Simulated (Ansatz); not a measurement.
AsBr₃, SMILES `Br[As](Br)Br`. The species carries charge 0 and has multiplicity 1. The geometry is a stationary point of PBE0-D4/def2-TZVP.

```xyz
4

Br   -1.503    0.729    1.247
As    0.451    0.677   -0.029
Br   -0.395   -0.152   -2.041
Br    1.447   -1.254    0.823
```

Task: What is the dipole moment at B3LYP/def2-TZVPP? (Estimate.)

Result: Ansatz gave: 1.19 D, with components (0.66, 0.99, -0.04) D in this frame, pointing from negative to positive charge.

Task: And with PBE, r2SCAN, ωB97M-V? (An estimate is asked.)

Result: The calculation gave: PBE 1.05 D, r2SCAN 1.07 D, ωB97M-V 1.20 D.

Task: Give the Mulliken charges with B3LYP, ωB97M-V, r2SCAN in def2-TZVPP. (Best estimate.)

Result: Computed: 
```
atom  B3LYP  ωB97M-V  r2SCAN
 Br1  -0.20    -0.18   -0.20
 As2   0.60     0.53    0.60
 Br3  -0.20    -0.18   -0.20
 Br4  -0.20    -0.18   -0.20
```

B3LYP here is the variant with VWN-RPA as its local correlation; programs differ in this.
